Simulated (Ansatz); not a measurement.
`F[C@H]1O[Si@H]1[GeH3]`. Charge 0, multiplicity 1. The structure was optimised at the PBE0-D4/def2-TZVP level.

```xyz
10

F     0.824   -0.469    2.194
C    -0.070    0.480    1.802
O     0.511    1.470    0.984
Si   -0.607    0.597    0.059
Ge    0.298   -0.847   -1.586
H    -0.583    0.874    2.679
H    -1.826    1.365   -0.302
H     1.432   -1.670   -0.966
H     0.832   -0.022   -2.766
H    -0.811   -1.779   -2.097
```

Question: What is the dipole moment at PBE/def2-TZVPP? (An estimate is asked.)

Answer: Ansatz gave: 2.12 D, with components (-1.69, -0.27, -1.25) D in this frame, pointing from negative to positive charge.

Question: And with r2SCAN, B3LYP, ωB97M-V? (Estimate.)

Answer: Computed: r2SCAN 2.24 D, B3LYP 2.47 D, ωB97M-V 2.53 D.

Question: Give the Mulliken charges with PBE, ωB97M-V, r2SCAN in def2-TZVPP. (Estimate.)

Answer: The calculation gave: 
```csv
atom,PBE,ωB97M-V,r2SCAN
F1,-0.17,-0.21,-0.21
C2,0.15,0.14,0.21
O3,-0.29,-0.36,-0.37
Si4,0.23,0.32,0.34
Ge5,0.02,-0.08,0.03
H6,0.09,0.11,0.07
H7,-0.06,-0.02,-0.08
H8,0.02,0.05,0.02
H9,0.01,0.03,0.00
H10,0.00,0.03,0.00
```

B3LYP here is the variant with VWN-RPA as its local correlation; programs differ in this.
